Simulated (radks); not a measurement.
Results of a calculation; reference values are marked as such.
The iron ion Fe2+, 24 electrons, occupied as [Ne] 3p6 3d6 4d2 (not the ground configuration). Level of theory: scalar-relativistic Kohn-Sham, r2SCAN, spin-unpolarised, spherical densities, finite nucleus; meta-GGA in the generalised Kohn-Sham scheme; Fermi nuclear charge, rms radius 3.7377 fm (a radial shooting solver on a logarithmic mesh with Libxc functionals).

Local quantities along the radius. ELF = 1/(1 + alpha^2) is the electron localisation function; alpha = (tau - tau_W)/tau_unif compares the Pauli kinetic energy density with that of the uniform gas. tau is taken from the large components.

| r (bohr) | ELF | alpha |
|---|---|---|
| 0.002563 | 1.000 | 0.01680 |
| 0.002936 | 1.000 | 0.01703 |
| 0.003364 | 1.000 | 0.01736 |
| 0.003854 | 1.000 | 0.01780 |
| 0.004451 | 1.000 | 0.01842 |
| 0.005099 | 1.000 | 0.01915 |
| 0.005842 | 1.000 | 0.02008 |
| 0.006693 | 1.000 | 0.02124 |
| 0.007729 | 0.999 | 0.02278 |
| 0.008855 | 0.999 | 0.02461 |
| 0.01015 | 0.999 | 0.02693 |
| 0.01162 | 0.999 | 0.02988 |
| 0.01342 | 0.999 | 0.03395 |
| 0.01538 | 0.998 | 0.03903 |
| 0.01762 | 0.998 | 0.04580 |
| 0.02019 | 0.997 | 0.05500 |
| 0.02331 | 0.995 | 0.06872 |
| 0.02671 | 0.992 | 0.08741 |
| 0.0306 | 0.987 | 0.1148 |
| 0.03506 | 0.976 | 0.1562 |
| 0.04049 | 0.952 | 0.2246 |
| 0.04639 | 0.903 | 0.3274 |
| 0.05315 | 0.808 | 0.4882 |
| 0.06089 | 0.653 | 0.7297 |
| 0.07032 | 0.464 | 1.075 |
| 0.08056 | 0.335 | 1.407 |
| 0.0923 | 0.287 | 1.577 |
| 0.1057 | 0.317 | 1.469 |
| 0.1221 | 0.428 | 1.156 |
| 0.1399 | 0.576 | 0.8588 |
| 0.1603 | 0.703 | 0.6497 |
| 0.1837 | 0.780 | 0.5304 |
| 0.2121 | 0.810 | 0.4845 |
| 0.243 | 0.788 | 0.5182 |
| 0.2784 | 0.694 | 0.6645 |
| 0.3189 | 0.494 | 1.012 |
| 0.3683 | 0.270 | 1.643 |
| 0.422 | 0.191 | 2.056 |
| 0.4835 | 0.239 | 1.782 |
| 0.5539 | 0.392 | 1.247 |
| 0.6397 | 0.559 | 0.8885 |
| 0.7329 | 0.643 | 0.7445 |
| 0.8397 | 0.662 | 0.7138 |
| 0.962 | 0.629 | 0.7679 |
| 1.111 | 0.535 | 0.9320 |
| 1.273 | 0.387 | 1.259 |
| 1.458 | 0.206 | 1.963 |
| 1.671 | 0.071 | 3.622 |
| 1.93 | 0.021 | 6.885 |
| 2.211 | 0.015 | 8.053 |
| 2.533 | 0.028 | 5.864 |
| 2.902 | 0.055 | 4.129 |
| 3.351 | 0.079 | 3.423 |
| 3.839 | 0.082 | 3.355 |
| 4.399 | 0.067 | 3.738 |
| 5.039 | 0.043 | 4.731 |
| 5.82 | 0.020 | 7.061 |
| 6.668 | 0.007 | 12.07 |
| 7.639 | 0.002 | 24.49 |
| 8.752 | 0.000 | 60.02 |
| 10.11 | 0.000 | 194.8 |

On this mesh the ELF has minima near r = 0.092, 0.42, 2.2 bohr, which separate the shells, and maxima near 0.21 (0.81), 0.84 (0.66).

Self-consistent cycle (total energy in hartree, residual of the potential): 1: -1261.721645, 3e+00; 2: -1262.685332, 1e+00; 3: -1262.996681, 4e-01; 4: -1263.007197, 8e-02; 5: -1263.008513, 1e-02; 6: -1263.008537, 5e-04; 7: -1263.008537, 2e-04; 8: -1263.008536, 5e-05; 9: -1263.008536, 2e-05; 10: -1263.008536, 6e-06; 11: -1263.008536, 6e-07.
